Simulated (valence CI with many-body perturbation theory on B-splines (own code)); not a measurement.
**How close is CI+MBPT for Si+?**

Method: valence CI with perturbative core correlation (CI+MBPT): three valence electrons over a frozen Dirac-Fock core [Ne], radial functions for each j: 11 s, 11 p, 10 d, 8 f, 5 g, 2 h, with the one-electron correlation potential Σ1 (screened to all orders), the two-electron term Σ2, the three-electron term Σ3, Breit, model QED; selected single and double excitations, second order for the rest, scaled by the run's own slope (own B-spline code, finite nucleus).

Set against measurement, 38 paired levels are off by 64 cm⁻¹ on average, the worst by 151. These come from a selection out of the NIST Handbook of Basic Atomic Spectroscopic Data. Levels without a partner in it may be off by more.

Measured levels: NIST Handbook of Basic Atomic Spectroscopic Data (Sansonetti and Martin, J. Phys. Chem. Ref. Data 34, 1559 (2005)). Pairs share parity and J, and are chosen by configuration, term and nearness in energy; levels without a clear partner are left out. Energies in cm⁻¹ above the measured ground level.

Names give the largest LS component (configuration and term), which can be under half, so a name can repeat, a term be missing and a line seem to break the LS rules; names also repeat where a configuration has a term twice.

| Computed label | Label in the source | Measured | Computed | Difference |
| --- | --- | --- | --- | --- |
| 3s2.3p 2P°_1/2 | 3s2(1S) 3p 2P° | 0 | 0.0 | 0 |
| 3s2.3p 2P°_3/2 | 3s2(1S) 3p 2P° | 287.2 | 287.8 | +1 |
| 3s.3p2 4P_1/2 | 3s 3p2 4P | 42824.3 | 42701.5 | -123 |
| 3s.3p2 4P_3/2 | 3s 3p2 4P | 42932.6 | 42810.3 | -122 |
| 3s.3p2 4P_5/2 | 3s 3p2 4P | 43107.9 | 42986.2 | -122 |
| 3s.3p2 2D_3/2 | 3s 3p2 2D | 55309.3 | 55242.6 | -67 |
| 3s.3p2 2D_5/2 | 3s 3p2 2D | 55325.2 | 55258.7 | -66 |
| 3s2.4s 2S_1/2 | 3s2(1S) 4s 2S | 65500.5 | 65536.2 | +36 |
| 3s.3p2 2S_1/2 | 3s 3p2 2S | 76665.4 | 76739.8 | +74 |
| 3s2.3d 2D_3/2 | 3s2(1S) 3d 2D | 79338.5 | 79381.2 | +43 |
| 3s2.3d 2D_5/2 | 3s2(1S) 3d 2D | 79355.0 | 79397.7 | +43 |
| 3s2.4p 2P°_1/2 | 3s2(1S) 4p 2P° | 81191.3 | 81194.7 | +3 |
| 3s2.4p 2P°_3/2 | 3s2(1S) 4p 2P° | 81251.3 | 81254.6 | +3 |
| 3s.3p2 2P_1/2 | 3s 3p2 2P | 83801.9 | 83841.7 | +40 |
| 3s.3p2 2P_3/2 | 3s 3p2 2P | 84004.3 | 84042.9 | +39 |
| 3s2.5s 2S_1/2 | 3s2(1S) 5s 2S | 97972.1 | 97913.8 | -58 |
| 3s2.4d 2D_3/2 | 3s2(1S) 4d 2D | 101023.1 | 101029.2 | +6 |
| 3s2.4d 2D_5/2 | 3s2(1S) 4d 2D | 101024.4 | 101030.5 | +6 |
| 3s2.4f 2F°_7/2 | 3s2(1S) 4f 2F° | 103556.0 | 103653.9 | +98 |
| 3s2.4f 2F°_5/2 | 3s2(1S) 4f 2F° | 103556.2 | 103654.0 | +98 |
| 3s2.5p 2P°_1/2 | 3s2(1S) 5p 2P° | 103860.7 | 103792.0 | -69 |
| 3s2.5p 2P°_3/2 | 3s2(1S) 5p 2P° | 103885.2 | 103816.1 | -69 |
| 3s.3p.3d 2D°_3/2 | 3s 3p(3P°) 3d 2D° | 108778.7 | 108627.7 | -151 |
| 3s.3p.3d 2D°_5/2 | 3s 3p(3P°) 3d 2D° | 108820.6 | 108670.6 | -150 |
| 3s2.5d 2D_3/2 | 3s2(1S) 5d 2D | 112394.6 | 112348.2 | -46 |
| 3s2.5d 2D_5/2 | 3s2(1S) 5d 2D | 112394.7 | 112348.5 | -46 |
| 3s2.5f 2F°_7/2 | 3s2(1S) 5f 2F° | 113760.1 | 113814.1 | +54 |
| 3s2.5f 2F°_5/2 | 3s2(1S) 5f 2F° | 113760.3 | 113814.3 | +54 |
| 3s2.5g 2G_7/2 | 3s2(1S) 5g 2G | 114177.1 | 114155.5 | -22 |
| 3s2.5g 2G_9/2 | 3s2(1S) 5g 2G | 114177.1 | 114155.6 | -21 |
| 3s.3p.3d 4F°_3/2 | 3s 3p(3P°) 3d 4F° | 114265.6 | 114167.9 | -98 |
| 3s.3p.3d 4F°_5/2 | 3s 3p(3P°) 3d 4F° | 114327.1 | 114229.6 | -98 |
| 3s.3p.3d 4F°_7/2 | 3s 3p(3P°) 3d 4F° | 114414.6 | 114317.4 | -97 |
| 3s.3p.3d 4F°_9/2 | 3s 3p(3P°) 3d 4F° | 114529.1 | 114432.7 | -96 |
| 3s.3p.4s 4P°_1/2 | 3s 3p(3P°) 4s 4P° | 116862.4 | 116803.5 | -59 |
| 3s.3p.4s 4P°_3/2 | 3s 3p(3P°) 4s 4P° | 116978.4 | 116920.1 | -58 |
| 3s.3p.4s 4P°_5/2 | 3s 3p(3P°) 4s 4P° | 117178.1 | 117120.2 | -58 |
| 3s.3p.4s 2P°_1/2 | 3s 3p(3P°) 4s 2P° | 121444.1 | 121501.3 | +57 |
| 3s.3p.4s 2P°_3/2 | 3s 3p(3P°) 4s 2P° | 121590.2 | 121656.7 | +66 |

Over 38 excited levels the mean absolute difference is 64 cm⁻¹, the median 58 and the largest 151. The comparison draws on a selection of the measured levels: 39 of the 54 computed ones have a partner in it, and others may be off by more.
